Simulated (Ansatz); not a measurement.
Consider the cleavage of the Si–Si bond: `O=CO[SiH2][SiH3]` + `CO[SiH](O)Br` → `CO[SiH](Br)O[SiH3]` + `O=CO[SiH3]`.

Isolated molecules relaxed with PBE0-D4/def2-TZVP in Ansatz; ΔE leaves out vibrations. CBS: MP2 limit from def2 TZ/QZ plus the TZ coupled-cluster correction, frozen cores. Functionals use def2-TZVPP. B3LYP here is the variant with VWN-RPA as its local correlation; programs differ in this. For Br outer-core shells are correlated without core-valence functions, which leaves a few kJ/mol of doubt a bond. Scalar relativity is left out up to krypton. Each species was taken in one conformer, which may not be the lowest.

`O=CO[SiH2][SiH3]`:

Z-matrix (Å, degrees):
```
Si
Si 1 2.341
O 1 1.712 2 111.7
H 1 1.484 2 112.5 3 -121.5
H 1 1.483 2 113.1 3 114.0
H 2 1.482 1 111.1 3 94.2
H 2 1.490 1 108.9 3 -145.7
H 2 1.487 1 109.1 3 -27.6
C 3 1.324 1 117.4 2 -49.7
O 9 1.201 3 124.3 1 0.5
H 9 1.099 3 111.7 1 -179.7
```

`CO[SiH](O)Br`:

```xyz
10

C     1.086   -0.183    1.229
O    -0.215   -0.032    0.701
Si   -0.650   -0.165   -0.856
O    -2.202    0.273   -1.020
Br    0.688    1.149   -2.063
H     1.459   -1.201    1.077
H     1.782    0.523    0.768
H     1.037    0.014    2.301
H    -0.526   -1.534   -1.382
H    -2.459    1.157   -0.754
```

`CO[SiH](Br)O[SiH3]`:

```xyz
13

C     2.145   -0.276   -1.311
O     1.171    0.165   -0.389
Si    0.158   -0.781    0.450
Br   -0.968   -2.081   -0.965
O    -0.863    0.165    1.257
Si   -2.149    1.179    1.088
H     2.670    0.602   -1.688
H     1.681   -0.801   -2.150
H     2.873   -0.941   -0.834
H     0.863   -1.668    1.392
H    -2.164    1.770   -0.273
H    -3.402    0.419    1.318
H    -2.015    2.248    2.105
```

`O=CO[SiH3]`:

Z-matrix (Å, degrees):
```
Si
O 1 1.698
H 1 1.479 2 102.8
H 1 1.479 2 110.2 3 -118.2
H 1 1.479 2 110.2 3 118.2
C 2 1.330 1 117.6 3 180.0
O 6 1.198 2 124.3 1 0.0
H 6 1.099 2 111.4 1 -180.0
```

Problem. Is it downhill or uphill in electronic energy at CCSD(T)/CBS, and by how much? (Best estimate.)

Solution. Ansatz gave: Downhill: ΔE = -1.09 eV.

Problem. What do these levels give: PBE-D4, r2SCAN-D4, ωB97X-V, PBE, B3LYP, HF/def2-TZVPP, MP2/def2-TZVPP, SCS-MP2/def2-TZVPP, CCSD(T)/def2-TZVPP, SCS-MP2/def2-QZVPP, HF/CBS(def2), MP2/CBS(def2)? (Estimate.)

Solution. The calculation gave: PBE-D4 -0.78, r2SCAN-D4 -0.99, ωB97X-V -1.05, PBE -0.78, B3LYP -1.08, HF/def2-TZVPP -1.39, MP2/def2-TZVPP -1.17, SCS-MP2/def2-TZVPP -1.23, CCSD(T)/def2-TZVPP -1.09, SCS-MP2/def2-QZVPP -1.24, HF/CBS(def2) -1.43, MP2/CBS(def2) -1.17 eV.

Largest T1 diagnostic among the species: 0.016.

From PBE to PBE0 (25 % exact exchange), in def2-TZVPP and without D4, ΔE moves by −0.10 eV. In def2-TZVPP, CCSD(T) changes the Hartree–Fock value by +0.30 eV (the triples alone add +0.04 eV) and MP2 by +0.22 eV.
